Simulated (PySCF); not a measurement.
Computed structure and properties of Ta3

System: Ta3 (quartet); start: displaced along the imaginary mode (C∞v). Method: PySCF 2.14.0, UKS TPSS, Ta def2-SVP with ECP60; non-relativistic Hamiltonian with scalar-relativistic core potentials where named; density fitting; no spin-orbit coupling.

Input of the relaxation:

```python
mol = gto.M(atom='''
Ta     0.00000     0.00000     2.25655
Ta     0.00000     0.00000     0.25000
Ta    -0.00000     0.00000    -2.50655''',
    basis={'Ta': 'def2-SVP'},
    ecp={'Ta': 'def2-SVP'},
    charge=0, spin=3)
mf = dft.UKS(mol, xc='TPSS')
mf.grids.atom_grid = (50, 194)
mf = mf.density_fit()  # fitting sets: Ta def2-universal-JKFIT
mf.conv_tol = 1e-08; mf.max_cycle = 55
mf.kernel(dm0)  # dm0: converged density of the start geometry
# quasi-Newton relaxation in Cartesian coordinates to a largest gradient under 0.00045 Eh/bohr, steps kept in the point group
```

Run from Python with OMP_NUM_THREADS=2; the lines above give its settings. Where DIIS fails, smearing, a level shift and second-order steps follow.
It took 82 s on 2 threads of Arm Neoverse V1, on a shared host, from the converged density of the start.

Course of the relaxation:

```json
{"step": "0", "energy above end (eV)": "1.0049", "largest force component within the symmetry (eV/Å)": "9.220"}
{"step": "1", "energy above end (eV)": "0.1522", "largest force component within the symmetry (eV/Å)": "1.213"}
{"step": "2", "energy above end (eV)": "0.1094", "largest force component within the symmetry (eV/Å)": "0.920"}
{"step": "3", "energy above end (eV)": "0.0025", "largest force component within the symmetry (eV/Å)": "0.173"}
{"step": "4", "energy above end (eV)": "0.0007", "largest force component within the symmetry (eV/Å)": "0.096"}
{"step": "5", "energy above end (eV)": "0.0000", "largest force component within the symmetry (eV/Å)": "0.031"}
{"step": "6", "energy above end (eV)": "0.0000", "largest force component within the symmetry (eV/Å)": "0.019"}
```

Relaxed geometry (C∞v, nearly D∞h):

```xyz
3

Ta    0.0000    0.0000    2.3379
Ta    0.0000    0.0000    0.0421
Ta    0.0000    0.0000   -2.3801
```

| contact | Å |
| --- | --- |
| Ta2–Ta1 | 2.296 |
| Ta3–Ta2 | 2.422 |
| Ta3–Ta1 | 4.718 |

On the finer grid (75, 302):

The HOMO is -3.98 eV. The LUMO is -3.25 eV, the dipole about the centre of mass is 0.10 D and the spin squared is 4.755. The set of Mulliken populations of Ta1 outside the core potential is s 3.31, p 6.00, d 3.45, f 0.02 and the D3(BJ) dispersion energy (not in the energies) is -0.172 eV.

| atom | Mulliken (e) | Löwdin (e) | spin (e) |
| --- | --- | --- | --- |
| Ta1 | 0.22 | 0.18 | -0.46 |
| Ta2 | -0.44 | -0.34 | 0.47 |
| Ta3 | 0.22 | 0.17 | 2.98 |

The state is spin-contaminated.

No frequency check is given here. The steps kept the symmetry C∞v of the start, so a lower state may lie off it.

One start shape was tried, so this needn't be the lowest isomer.

Open shells may have lower solutions than the one found.
